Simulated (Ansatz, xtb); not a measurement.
This triplet is an excited state, 1.15 eV above the relaxed singlet at the level frozen-core CCSD(T)/aug-cc-pVDZ // PBE0-D3(BJ)/def2-TZVPD (Ansatz, a first-principles code).

Species: H5AlNSi, SMILES `[NH2][Al-][SiH3]` (excited triplet) (charge -1, multiplicity 3).

Q: Give a relaxed geometry from GFN2-xTB (xtb 6.7.1).

A: Several could match; the one computed here: the end point of this relaxation, one of several conformers (outside a Z-matrix the atoms follow the SMILES, hydrogens last).
Z-matrix (Å, degrees):
```
Al
N 1 1.8610
H 2 1.0189 1 125.47
H 2 1.0192 3 106.32 1 -164.13
Si 1 2.3938 2 121.43 3 -76.71
H 5 1.5034 1 107.10 2 177.96
H 5 1.5438 6 101.49 1 131.71
H 5 1.5478 6 100.79 7 95.64
```
